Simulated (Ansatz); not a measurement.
Consider the formal exchange of groups at the Si–Cl bond: `O=C=N[SiH](F)Cl` + CH₄ → `C[SiH](F)N=C=O` + HCl.

Computed with Ansatz on PBE0-D4/def2-TZVP structures; ΔE is electronic, products minus reactants. CCSD(T)/CBS adds triple-zeta CCSD(T) − MP2 to the extrapolated MP2 energy (def2 sets, frozen cores). This one scheme is used for every species. DFT in def2-TZVPP. HSE06 is defined as in plane-wave codes. One conformer a species, not always the lowest.

Question: Is it downhill or uphill in electronic energy at CCSD(T)/CBS, and by how much? (An estimate is asked.)

Answer: Ansatz gave: Uphill: ΔE = +96.8 kJ/mol.

Question: What do these levels give: BLYP-D4, r2SCAN-D4, HSE06-D4, revPBE, PBE0, r2SCAN0? (Estimate.)

Answer: Computed: BLYP-D4 98.6, r2SCAN-D4 100.6, HSE06-D4 96.5, revPBE 96.4, PBE0 96.1, r2SCAN0 100.2 kJ/mol.

Largest T1 diagnostic among the species: 0.014.

In def2-TZVPP, CCSD(T) changes the Hartree–Fock value by −9.2 kJ/mol (the triples alone add +0.3 kJ/mol) and MP2 by −4.2 kJ/mol. At CCSD(T), def2-SVP lies −3.0 kJ/mol from the extrapolated value and def2-TZVPP −2.3 kJ/mol. Leaving LDA and LC-ωPBE aside and taking each functional with its dispersion term where it has one, the values, not all of them listed here, spread over 6.5 kJ/mol, from PBE-D4 to B97M-V. LDA lies −5.1 kJ/mol from PBE without D4.
